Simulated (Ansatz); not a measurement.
Consider the formal hydrolysis of the Sb–C bond: `S[CH2][SbH2]` + H₂O → `[OH][SbH2]` + CH₃SH.

Gas-phase electronic energies from Ansatz, PBE0-D4/def2-TZVP geometries. CBS: MP2 limit from def2 TZ/QZ plus the TZ coupled-cluster correction, frozen cores. This one scheme is used for every species. Functionals use def2-TZVPP. B3LYP here is the variant with VWN-RPA as its local correlation; programs differ in this. HSE06 is defined as in plane-wave codes. Elements past krypton have def2 core potentials. For Sb outer-core shells are correlated without core-valence functions, which leaves a few kJ/mol of doubt a bond. One conformer a species, not always the lowest.

CCSD(T)/CBS gives -0.16 eV.

(1) Another level gave -0.37 eV. Which?
A. B3LYP-D4/def2-TZVPP
B. CAM-B3LYP/def2-TZVPP
C. HSE06/def2-TZVPP
D. LDA (SPW92)/def2-TZVPP

Largest T1 diagnostic among the species: 0.014.

## Answers

(1) B. CAM-B3LYP -0.37, LDA (SPW92) -0.18, B3LYP-D4 -0.28, HSE06 -0.24 eV.

In def2-TZVPP, CCSD(T) changes the Hartree–Fock value by +0.22 eV (the triples alone add +0.02 eV) and MP2 by +0.28 eV. Leaving LDA and LC-ωPBE aside and taking each functional with its dispersion term where it has one, the values, not all of them listed here, spread over 0.22 eV, from B97M-V to PBE-QIDH. LDA lies +0.11 eV from PBE without D4. From r2SCAN to r2SCAN0 (25 % exact exchange), in def2-TZVPP and without D4, ΔE moves by +0.06 eV.
